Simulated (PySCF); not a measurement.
# Excitation energy of C⁺ by level of theory

C⁺ [He] 2s2 2p1 (2P) → C⁺ [He] 2s1 2p1 3d1 (high-spin determinant), as a difference of total energies. Computed with PySCF 2.14 in aug-cc-pVDZ (4s3p2d, 23 functions), with the non-relativistic Hamiltonian (point nucleus). Correlated levels: valence: 1s2 frozen. The calculations carry no spin-orbit coupling.

```
           method  excitation energy (cm⁻¹)
              UHF                    196130
              LDA                    199570
              PBE                    198410
             PBE0                    200130
           r2SCAN                    198480
          wB97M-V                    204840
           revPBE                    198230
          wB97X-V                    204900
            TPSSh                    201430
    MP2 (valence)                    204200
SCS-MP2 (valence)                    206290
```

The upper state lies above the first ionisation limit, but in LS coupling its spin forbids autoionisation to the ground ion. A Rydberg-like electron needs more diffuse functions than a valence basis has.

The promoted electron is Rydberg-like, and one or two diffuse shells describe it only roughly, which tends to raise the upper state.

The determinant of the upper state mixes LS terms, which raises its energy above the lowest term, most at the Hartree-Fock and MP2 levels.
